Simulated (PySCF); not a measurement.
From computed data to an observable: entropy of an ideal gas

Si(H)(F)2(OH) (F₂H₂OSi), SMILES O[SiH](F)F.

Coordinates come from a PBE0-D3(BJ)/def2-SVP optimisation. Other conformers were not sampled.

PBE0-D3(BJ)/def2-SVP in PySCF gives the harmonic wavenumbers 190, 306, 339, 386, 750, 829, 837, 885, 976, 1009, 2386, 3937 cm⁻¹ and the rotational temperatures 0.3351, 0.3212, 0.1906 K. The molar mass is 84.10 g/mol, the symmetry number 1, the spin multiplicity 1.

Question: Work out the entropy at 298.15 K and 1 atm in the rigid-rotor, harmonic-oscillator model.

Answer: 
Translation (Sackur–Tetrode at 1 atm): S = R[1.5 ln M + 2.5 ln T − 1.16487] = 164.0 J/(mol K).
Rotation: q = (√π/σ) T^1.5/√(θA θB θC) = 63700, S = R[ln q + 3/2] = 104.4 J/(mol K).
Vibration: with u = 1.4388 ν/T, each mode gives R[u/(e^u − 1) − ln(1 − e^−u)]:
```
ν (cm⁻¹)  modes     u  S (J/(mol K))
--------  -----  ----  -------------
190           1  0.92           9.32
306           1  1.48           5.79
339           1  1.64           5.09
386           1  1.86           4.25
750           1  3.62           1.05
829           1  4.00           0.77
837           1  4.04           0.75
885           1  4.27           0.62
976           1  4.71           0.43
1009          1  4.87           0.38
```
The stiffer modes add less than 0.005 each. Sum 28.5 J/(mol K).
Spin: R ln 1 = 0.0 J/(mol K).
Total 296.9 J/(mol K); the program's own thermochemistry gives 297.0. Translation makes up 55 % and vibration 10 %. Anharmonicity, hindered rotation and orbital degeneracy are left out.
